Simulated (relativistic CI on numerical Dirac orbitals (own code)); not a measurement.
Computed by Dirac-Coulomb-Breit CI, KLI orbitals optimised for each configuration, model QED, unscaled Slater integrals (own radial code, finite nucleus).

Configuration list (outside the closed core 1s2): 2s2 2p5, 2s 2p6, 2p6 3s, 2p6 3p, 2p6 3d, 2s2 2p4 3s, 2s2 2p4 3p, 2s2 2p4 3d, 2s 2p5 3s, 2s 2p5 3p, 2s 2p5 3d, 2s2 2p4 4s, 2s2 2p4 4p, 2s2 2p4 4d, 2s2 2p4 4f, 2s 2p5 4s, 2s2 2p3 3s2, 2s 2p5 4p, 2s 2p5 4d, 2s2 2p3 3s 3p, 2s 2p5 4f, 2s2 2p4 5s, 2s2 2p4 5p, 2s2 2p4 5d, 2s2 2p3 3s 3d, 2s2 2p4 5f, 2s2 2p3 3p2, 2s2 2p4 5g, 2s2 2p3 3p 3d, 2s 2p4 3s2, 2s2 2p3 3d2, 2s 2p4 3s 3p, 2s 2p4 3s 3d, 2s 2p4 3p2, 2s 2p5 5s, 2s 2p5 5p. Levels of other configurations are missing.

At this charge energies of transitions that change n are usually good to better than 1 %, and those within a shell (Δn = 0) to a few per cent.

Outline of the computed level scheme of Gd LVI. Lowest level of each configuration: 2s2 2p5 2P°_3/2 at 0.00 eV; 2s 2p6 2S_1/2 at 1104.09 eV; 2s2 2p4 3s 4P_5/2 at 6234.84 eV; 2s2 2p4 3p 4P°_3/2 at 6344.64 eV; 2s2 2p4 3d 4D_3/2 at 6666.24 eV; 2s 2p5 3s 4P°_5/2 at 7300.55 eV.

Some strong electric-dipole decays among the lowest 45 levels: 2s2 2p4 3d 2P_3/2 → 2s2 2p5 2P°_3/2 (1.0e+15 s⁻¹); 2s2 2p4 3d 2D_5/2 → 2s2 2p5 2P°_3/2 (8.3e+14 s⁻¹); 2s2 2p4 3d 2D_5/2 → 2s2 2p5 2P°_3/2 (6.2e+14 s⁻¹); 2s2 2p4 3d 2P_1/2 → 2s2 2p5 2P°_3/2 (4.4e+14 s⁻¹); 2s2 2p4 3d 4P_1/2 → 2s2 2p5 2P°_3/2 (1.5e+14 s⁻¹); 2s2 2p4 3s 2P_3/2 → 2s2 2p5 2P°_3/2 (1.2e+14 s⁻¹); 2s2 2p4 3s 2D_3/2 → 2s2 2p5 2P°_1/2 (8.0e+13 s⁻¹); 2s2 2p4 3s 2P_1/2 → 2s2 2p5 2P°_1/2 (8.0e+13 s⁻¹).

LS names give the leading component of a level, which can be under half, so a name can repeat, a term be missing and a line seem to break the LS rules.
